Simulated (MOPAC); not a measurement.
MOPAC input (PM6):

```
PM6 FORCE THERMO(298,298) PRECISE LET UHF MS=0.5 GEO-OK AUX(PRECISION=9) THREADS=1
CH6NSi

C    -1.65439022 1    0.40300538 1   -0.08857885 1
N    -0.40939093 1   -0.30667029 1   -0.45933257 1
Si    1.13500681 1   -0.11547120 1    0.30616781 1
H    -2.08607534 1    0.92286409 1   -0.96251443 1
H    -1.47040270 1    1.16393126 1    0.69163232 1
H    -2.41267636 1   -0.29610506 1    0.30738068 1
H    -0.59444129 1   -1.03108276 1   -1.15547509 1
H     2.25008992 1   -0.47496449 1   -0.59756926 1
H     1.36886599 1    1.20971524 1    0.91998738 1
```

From the output:

```
     H    9   0.032290   0.194655   2.510468

          HEAT OF FORMATION =      29.572842 KCALS/MOLE

          ZERO POINT ENERGY      39.124 KCAL/MOL

           NORMAL COORDINATE ANALYSIS (Total motion = 1 Angstrom)

   Root No.       1         2         3         4         5         6         7         8

                 1 A       2 A       3 A       4 A       5 A       6 A       7 A       8 A

                  86.4     107.4     235.1     513.4     558.4     600.0     778.4     842.1

           1    0.0049   -0.0028   -0.0439   -0.0181    0.0256   -0.0061    0.0543    0.0146
           2    0.0025   -0.0022   -0.0700   -0.0042    0.0072   -0.0014    0.0222    0.0067
           3    0.0160   -0.0215    0.0041    0.0119    0.0027   -0.0040   -0.0012    0.0002
           4    0.0051   -0.0029   -0.0458   -0.0116    0.0169   -0.0023    0.0158    0.0032
           5   -0.0062    0.0054    0.0670    0.0040   -0.0144    0.0083    0.1010    0.0251
           6   -0.0124    0.0512   -0.0049   -0.0471   -0.0124    0.0523   -0.0039   -0.0066
           7   -0.0111    0.0065    0.0389    0.0136   -0.0325   -0.0051   -0.0338   -0.0179
           8    0.0066   -0.0030    0.0075   -0.0101   -0.0026   -0.0162   -0.0542   -0.0246
           9   -0.0019   -0.0134    0.0002   -0.0038   -0.0111   -0.0259   -0.0038    0.0223
          10   -0.0153    0.0419    0.0086   -0.0386    0.0067    0.0178    0.1140    0.0313
          11    0.1178    0.1487   -0.1075    0.0022    0.0203   -0.0135   -0.0289   -0.0078
          12   -0.0562   -0.1496    0.0058    0.0168    0.0012   -0.0045    0.0015    0.0001
          13    0.0083   -0.0042   -0.1354   -0.0334    0.0449   -0.0088   -0.0642   -0.0212
          14    0.0187    0.0138   -0.1084   -0.0084    0.0178   -0.0041   -0.0242   -0.0077
          15    0.1635    0.1493    0.0091    0.0446    0.0113   -0.0180    0.0047   -0.0009
          16    0.0210   -0.0458    0.0044    0.0238    0.0159   -0.0227    0.1145    0.0356
          17   -0.1207   -0.1748   -0.1123   -0.0236    0.0124    0.0070   -0.0266   -0.0117
          18   -0.0329   -0.1185    0.0060    0.0203    0.0010   -0.0060    0.0085    0.0026
          19    0.0028   -0.0039    0.0181   -0.0209    0.0358   -0.0023    0.0814    0.0211
          20   -0.0102    0.0116    0.0826    0.0490    0.0211   -0.0333    0.1130    0.0283
          21   -0.0434    0.1035   -0.0143    0.3436    0.2121   -0.2554   -0.0017    0.0072
          22    0.0662   -0.0372    0.0127    0.1345   -0.0451    0.1421   -0.0120   -0.0760
          23   -0.0807    0.0295   -0.1331    0.2793   -0.1480    0.2723   -0.1005    0.2775
          24    0.2205   -0.1304    0.0045    0.1473    0.0296    0.1923    0.0939   -0.2718
          25    0.0966   -0.0581    0.1682   -0.0667    0.3059    0.1215   -0.1581    0.2888
          26   -0.0544    0.0069    0.0715   -0.0219    0.2654    0.1259   -0.0903   -0.0221
          27   -0.2167    0.0647    0.0033    0.0449    0.1929    0.1348    0.0652   -0.2698

   Root No.       9        10        11        12        13        14        15        16

                 9 A      10 A      11 A      12 A      13 A      14 A      15 A      16 A

                1064.8    1067.0    1235.9    1245.1    1253.2    1352.7    1387.3    2068.8

           1    0.0048   -0.0003    0.1723   -0.0015    0.0138   -0.0450    0.0088   -0.0004
           2   -0.0516    0.0001   -0.0056   -0.0020   -0.0370   -0.0031    0.0401   -0.0004
           3   -0.0030   -0.0732    0.0005   -0.0319    0.0028   -0.0001   -0.0056    0.0000
           4   -0.0134    0.0026   -0.1584    0.0018   -0.0101   -0.0175   -0.0601    0.0027
           5    0.0255   -0.0010   -0.0094   -0.0002   -0.0017   -0.0007   -0.0543    0.0030
           6    0.0014    0.0319   -0.0005   -0.0061   -0.0003   -0.0002    0.0058    0.0005
           7   -0.0013    0.0002    0.0086   -0.0000    0.0008    0.0004    0.0069   -0.0104
           8   -0.0057    0.0016    0.0123   -0.0001    0.0017    0.0016    0.0050   -0.0118
           9    0.0007    0.0010   -0.0010    0.0004   -0.0001   -0.0001    0.0002    0.0133
          10   -0.1777   -0.2929    0.0172    0.1661    0.0966    0.2630    0.0909   -0.0013
          11    0.1150   -0.0310   -0.0582   -0.2165    0.2372   -0.0700   -0.0093    0.0007
          12   -0.0157    0.1215    0.0727    0.0619   -0.2201   -0.0923   -0.0231    0.0008
          13    0.2833   -0.0409    0.1363    0.0025   -0.1549    0.2860   -0.1367    0.0006
          14    0.0900    0.0023   -0.0012    0.0406   -0.0831    0.1269   -0.0224    0.0004
          15    0.0093    0.1597    0.0090    0.3948    0.0196   -0.0089    0.0042   -0.0001
          16   -0.1078    0.3312    0.0117   -0.1769    0.0829    0.2613    0.0968   -0.0011
          17    0.1232    0.0208   -0.0627    0.2065    0.2891   -0.0491   -0.0017    0.0003
          18    0.0173    0.1141   -0.0606    0.0054    0.1720    0.1066    0.0265   -0.0005
          19    0.1786   -0.0320   -0.2716    0.0040   -0.0749   -0.0435    0.4769   -0.0031
          20    0.0963   -0.0158   -0.0694    0.0013   -0.0303   -0.0093    0.1568    0.0007
          21   -0.0072    0.0178    0.0020   -0.0033    0.0028    0.0012   -0.0220   -0.0010
          22    0.0013   -0.0067    0.0203   -0.0015    0.0008    0.0003    0.0185    0.4521
          23    0.0125   -0.0101    0.0286    0.0001   -0.0003    0.0002    0.0121   -0.0956
          24    0.0016   -0.0085    0.0075   -0.0033   -0.0005    0.0001    0.0022   -0.1836
          25   -0.0126    0.0027   -0.0055    0.0002    0.0032   -0.0003   -0.0088   -0.1912
          26   -0.0175    0.0013    0.0175   -0.0018    0.0043    0.0041    0.0010    0.3838
          27   -0.0089   -0.0023   -0.0015   -0.0032    0.0010    0.0004   -0.0060   -0.1937

   Root No.      17        18        19        20        21

                17 A      18 A      19 A      20 A      21 A

                2100.8    2662.7    2663.3    2755.7    2789.5

           1    0.0002    0.0001    0.0001    0.0218    0.0068
           2   -0.0000    0.0076   -0.0470   -0.0010   -0.0075
           3   -0.0001   -0.0492   -0.0073   -0.0001    0.0010
           4   -0.0006    0.0005   -0.0020    0.0035    0.0188
           5   -0.0000   -0.0006    0.0007    0.0034   -0.0481
           6    0.0000   -0.0021   -0.0007   -0.0004    0.0064
           7   -0.0220   -0.0001    0.0003    0.0002   -0.0001
           8    0.0175   -0.0001    0.0003    0.0002   -0.0016
           9   -0.0011   -0.0000   -0.0000   -0.0000    0.0000
          10    0.0002    0.1357    0.1290   -0.1068   -0.0055
          11   -0.0002    0.1994    0.1612   -0.1622   -0.0140
          12   -0.0001    0.2480    0.2589   -0.2293   -0.0159
          13    0.0018    0.0482   -0.1777   -0.1154   -0.0401
          14    0.0007   -0.1100    0.3963    0.2899    0.0891
          15   -0.0000   -0.0158   -0.0453   -0.0284   -0.0087
          16    0.0005   -0.1860    0.0525   -0.1103   -0.0044
          17   -0.0000   -0.1835    0.0279   -0.1166   -0.0094
          18    0.0003    0.3858   -0.1217    0.2581    0.0158
          19   -0.0036   -0.0043    0.0135    0.0193   -0.2897
          20    0.0011    0.0137   -0.0437   -0.0507    0.7321
          21    0.0012   -0.0010    0.0056    0.0066   -0.0936
          22    0.4245   -0.0002   -0.0000    0.0002   -0.0014
          23   -0.0831    0.0001   -0.0001   -0.0002    0.0014
          24   -0.1804   -0.0000   -0.0001   -0.0001    0.0007
          25    0.1945   -0.0001    0.0003   -0.0003    0.0019
          26   -0.4040   -0.0001   -0.0000    0.0000    0.0014
          27    0.2114   -0.0002    0.0003    0.0001    0.0004

           MASS-WEIGHTED COORDINATE ANALYSIS (NORMAL COORDINATES)

   Root No.       1         2         3         4         5         6         7         8

                 1 A       2 A       3 A       4 A       5 A       6 A       7 A       8 A

                  86.4     107.4     235.1     513.4     558.4     600.0     778.4     842.1

           1    0.0389   -0.0215   -0.2637   -0.1142    0.1546   -0.0375    0.2932    0.0827
           2    0.0200   -0.0171   -0.4203   -0.0263    0.0433   -0.0088    0.1196    0.0381
           3    0.1260   -0.1651    0.0249    0.0752    0.0165   -0.0248   -0.0063    0.0013
           4    0.0433   -0.0241   -0.2971   -0.0793    0.1105   -0.0152    0.0919    0.0198
           5   -0.0524    0.0446    0.4347    0.0272   -0.0942    0.0551    0.5890    0.1537
           6   -0.1056    0.4245   -0.0319   -0.3211   -0.0809    0.3478   -0.0225   -0.0402
           7   -0.1336    0.0764    0.3570    0.1312   -0.2998   -0.0484   -0.2790   -0.1552
           8    0.0798   -0.0353    0.0692   -0.0978   -0.0244   -0.1529   -0.4475   -0.2134
           9   -0.0229   -0.1577    0.0015   -0.0362   -0.1022   -0.2441   -0.0310    0.1935
          10   -0.0348    0.0932    0.0150   -0.0705    0.0118    0.0318    0.1782    0.0515
          11    0.2685    0.3305   -0.1870    0.0041    0.0354   -0.0241   -0.0452   -0.0128
          12   -0.1281   -0.3326    0.0101    0.0308    0.0022   -0.0081    0.0024    0.0001
          13    0.0189   -0.0093   -0.2357   -0.0610    0.0785   -0.0156   -0.1004   -0.0348
          14    0.0426    0.0306   -0.1887   -0.0154    0.0311   -0.0073   -0.0378   -0.0126
          15    0.3727    0.3319    0.0158    0.0816    0.0198   -0.0320    0.0073   -0.0015
          16    0.0479   -0.1019    0.0076    0.0434    0.0278   -0.0405    0.1790    0.0585
          17   -0.2751   -0.3888   -0.1954   -0.0431    0.0217    0.0124   -0.0416   -0.0193
          18   -0.0749   -0.2634    0.0104    0.0370    0.0018   -0.0106    0.0132    0.0042
          19    0.0063   -0.0088    0.0316   -0.0381    0.0627   -0.0041    0.1273    0.0347
          20   -0.0232    0.0258    0.1437    0.0896    0.0370   -0.0594    0.1766    0.0466
          21   -0.0989    0.2301   -0.0249    0.6280    0.3711   -0.4553   -0.0027    0.0119
          22    0.1510   -0.0828    0.0222    0.2459   -0.0789    0.2534   -0.0188   -0.1249
          23   -0.1840    0.0657   -0.2316    0.5105   -0.2590    0.4855   -0.1571    0.4564
          24    0.5025   -0.2900    0.0078    0.2693    0.0518    0.3429    0.1469   -0.4470
          25    0.2202   -0.1293    0.2927   -0.1220    0.5353    0.2166   -0.2473    0.4750
          26   -0.1241    0.0153    0.1245   -0.0400    0.4644    0.2245   -0.1412   -0.0363
          27   -0.4939    0.1438    0.0058    0.0821    0.3376    0.2403    0.1019   -0.4437

   Root No.       9        10        11        12        13        14        15        16

                 9 A      10 A      11 A      12 A      13 A      14 A      15 A      16 A
```
